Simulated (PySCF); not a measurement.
Input for PySCF: R-B3LYP/LANL2DZ on BrHMg (SMILES [MgH][Br]), a point of a bond scan (R = 2.522 Å).

```python
from pyscf import gto, scf, dft, mp
from pyscf.data.elements import chemcore

mol = gto.M(
    atom='''
    Mg   -0.00000000   -0.00000000   -1.67667967
    H     0.00000000    0.00000000   -4.19827450
    Br    0.00000000    0.00000000    0.67079711
    ''',
    basis='lanl2dz',
    ecp={'Br': 'lanl2dz', 'Mg': 'lanl2dz'},
    charge=0, spin=0, verbose=3, max_memory=1800)
mf = dft.RKS(mol, xc='b3lyp')
mf.conv_tol = 1e-8
mf.max_cycle = 100
mf.kernel()
if not mf.converged:
    mf = mf.newton().run(mf.mo_coeff, mf.mo_occ)
```

The log:

```
converged SCF energy = -14.5984124757626
```

The calculation finished and met its thresholds.

Cost: roughly 1.2 core-seconds.
